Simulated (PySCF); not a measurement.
H₄O₂Zr, SMILES [ZrH2]([OH])[OH], multiplicity 1. Geometry optimised at PBE-D3(BJ)/def2-TZVP. The spin state was assumed, not searched. The structure was generated by enumeration; whether it is a known compound was not checked. The def2 effective core potentials stand for the cores of Zr; spin–orbit coupling is left out. Other conformers were not sampled.

These are PBE-D3(BJ)/def2-TZVP run with PySCF values and carry that method's errors.

Harmonic wavenumbers (cm⁻¹): 149, 231, 252, 274, 326, 368, 504, 518, 584, 714, 728, 1606, 1635, 3834, 3836. Rotational constants (GHz): 13.88, 5.017, 3.966; symmetry number 2.

Q: Work out the zero-point energy and the ideal-gas rigid-rotor harmonic-oscillator thermochemistry at 298.15 K and 1 atm.

A: ZPE = ½ Σ hcν = ½ × 15561 cm⁻¹ = 93.07 kJ/mol. H − E(el) = 112.55 kJ/mol. Entropy in J/(mol K): translation 169.19, rotation 97.03, vibration 52.41, total 318.63. G − E(el) = 17.55 kJ/mol. Cp = 98.25 J/(mol K). Modes under 150 cm⁻¹ make the vibrational entropy uncertain.
